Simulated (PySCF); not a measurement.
SMILES [CH3][Al]([CH3])[O][Si](C)(C)O, singlet, GFN2-xTB optimised geometry.

```
21

Si    -0.23    -0.65     0.00
C      1.67    -0.65     0.00
C     -0.98     1.09     0.00
O     -0.84    -1.37    -1.34
O     -0.72    -1.48     1.33
Al    -1.24    -2.33     2.68
C     -1.15    -4.32     2.54
C     -1.86    -1.22     4.22
H      2.07    -0.09     0.84
H      2.06    -0.20    -0.91
H      2.06    -1.66     0.06
H     -0.65     1.66     0.86
H     -0.70     1.63    -0.90
H     -2.07     1.04     0.03
H     -0.76    -2.32    -1.44
H     -1.45    -4.82     3.46
H     -1.81    -4.69     1.74
H     -0.15    -4.66     2.29
H     -1.07    -0.57     4.59
H     -2.68    -0.56     3.92
H     -2.22    -1.82     5.07
```

Density from PBE0/def2-SVP in PySCF at that geometry.

Minimum of the electron density along straight lines between bonded atoms, close to the bond critical point (lines longer than 1.1 times the sum of covalent radii, or with two minima, are not listed):

| bond | length / Å | ρ at the minimum / e bohr⁻³ | ∇²ρ there / e bohr⁻⁵ | position (fraction from the first atom) |
|---|---|---|---|---|
| Si1–C2 | 1.903 | 0.112 | 0.32 | 0.38 |
| Si1–C3 | 1.895 | 0.115 | 0.32 | 0.38 |
| Si1–O4 | 1.634 | 0.128 | 1.06 | 0.41 |
| Si1–O5 | 1.639 | 0.123 | 1.03 | 0.41 |
| O5–Al6 | 1.681 | 0.098 | 0.95 | 0.57 |
| Al6–C7 | 1.997 | 0.078 | 0.30 | 0.40 |
| Al6–C8 | 1.995 | 0.079 | 0.29 | 0.40 |
| C2–H9 | 1.085 | 0.271 | -0.96 | 0.62 |
| C2–H10 | 1.085 | 0.272 | -0.97 | 0.62 |
| C2–H11 | 1.087 | 0.270 | -0.95 | 0.62 |
| C3–H12 | 1.085 | 0.272 | -0.97 | 0.62 |
| C3–H13 | 1.084 | 0.272 | -0.97 | 0.62 |
| C3–H14 | 1.085 | 0.271 | -0.97 | 0.62 |
| O4–H15 | 0.954 | 0.356 | -2.40 | 0.82 |
| C7–H16 | 1.091 | 0.267 | -0.93 | 0.62 |
| C7–H17 | 1.094 | 0.264 | -0.91 | 0.62 |
| C7–H18 | 1.094 | 0.264 | -0.91 | 0.62 |
| C8–H19 | 1.094 | 0.264 | -0.91 | 0.62 |
| C8–H20 | 1.094 | 0.264 | -0.91 | 0.62 |
| C8–H21 | 1.091 | 0.267 | -0.93 | 0.62 |
